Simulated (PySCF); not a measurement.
A mixed set of molecules. Theory: PySCF, TDDFT PBE0/def2-SVPD, vertical, gas phase, core orbitals frozen in the response. Geometries: GFN2-xTB; one conformer of each isolated species. Triplets are in the Tamm–Dancoff approximation. 'Strongest' means the level of largest summed f among the lowest 6 singlets; it needn't be the same kind of state in each.

Question: Rank by computed LUMO energy, lowest first.
A. `C=C(C)CCCO`
B. `ClC[SiH]1CC=CC1`
C. `C=C1C=C/C1=C/F`
D. `O1CCC(CC1)C`
E. `CC(=O)C1OCCO1`
F. `C#C[C@@H]1C/C1=C/F`

Answer: C (-1.07 eV), E (-0.86 eV), F (-0.12 eV), B (0.19 eV), A (0.39 eV), D (0.82 eV).

| SMILES | LUMO (eV) | f (strongest) | strongest (eV) | T1 (eV) | first f ≥ 0.01 (nm) | HOMO (eV) | S1 mainly |
| --- | --- | --- | --- | --- | --- | --- | --- |
| C=C1C=C/C1=C/F | -1.07 | 0.55 | 6.46 | 3.02 | 261 | -6.76 | H→L (71%) |
| CC(=O)C1OCCO1 | -0.86 | 0.03 | 6.89 | 3.66 | 180 | -7.41 | H→L (94%) |
| C#C[C@@H]1C/C1=C/F | -0.12 | 0.20 | 7.03 | 4.39 | 203 | -7.50 | H→L (59%) |
| ClC[SiH]1CC=CC1 | 0.19 | 0.11 | 7.12 | 4.44 | 186 | -7.19 | H→L (86%) |
| C=C(C)CCCO | 0.39 | 0.26 | 7.11 | 4.39 | 184 | -7.17 | H→L+1 (56%) |
| CC1CCOCC1 | 0.82 | 0.06 | 7.37 | 6.81 | 177 | -7.21 | H→L (84%) |

H and L stand for HOMO and LUMO.

Without π bonds the low states may be Rydberg-like; a valence basis with one diffuse set may place them up to an eV too high.
